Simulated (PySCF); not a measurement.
hexa-1,5-dien-3-yne (C6H6), SMILES C(C#CC=C)=C. Geometry optimised at PBE0-D3(BJ)/def2-SVP.

Computed equilibrium geometry at PBE0-D3(BJ)/def2-SVP (PySCF confirms it by a frequency run) as bond lengths and angles, and its point group:
point group C2v.
Atoms: C1 C2 C3 C4 C5 C6 H7 H8 H9 H10 H11 H12. Bonded distances (Å): C1–C2 1.343, C1–H7 1.092, C1–H8 1.093, C2–C3 1.419, C2–H9 1.097, C3–C4 1.220, C4–C5 1.419, C5–C6 1.343, C5–H10 1.097, C6–H11 1.093, C6–H12 1.092. Angles (°): C2–C1–H7 120.7, C2–C1–H8 121.4, H7–C1–H8 117.9, C1–C2–C3 124.7, C1–C2–H9 119.2, C3–C2–H9 116.1, C2–C3–C4 179.0, C3–C4–C5 179.0, C4–C5–C6 124.7, C4–C5–H10 116.1, C6–C5–H10 119.2, C5–C6–H11 121.4, C5–C6–H12 120.7, H11–C6–H12 117.9.
Charge 0, spin multiplicity 1.
